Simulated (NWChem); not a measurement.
MoF5 cation; SMILES [F][Mo+]([F])([F])([F])[F]

```xyz
6

Mo     0.0000     0.0000     0.0000
F      0.0000     0.0000     1.7877
F      0.0000     0.0000    -1.7877
F      1.2434     1.2434     0.0000
F      0.4551    -1.6986     0.0000
F     -1.6986     0.4551     0.0000
```
Atoms are numbered in this order, from 1.

All runs: NWChem. STO-3G and 3-21G are far too small for this property and stand as cheap habits. Geometry: optimised at PBE0/def2-SVP. This spin state was assumed; another may lie lower. def2 effective core potentials on Mo; no spin-orbit coupling. Field at 589 nm.

For level B3LYP/STO-3G (all-electron, non-relativistic):

```
Property                          Result
--------------------------------  ------
isotropic polarisability (bohr³)    23.1
anisotropy (bohr³)                   4.7
```

How do the values read with level B3LYP/def2-SVP (core potentials) instead?

The isotropic polarisability (bohr³) is 34.4. The anisotropy (bohr³) is 7.3.
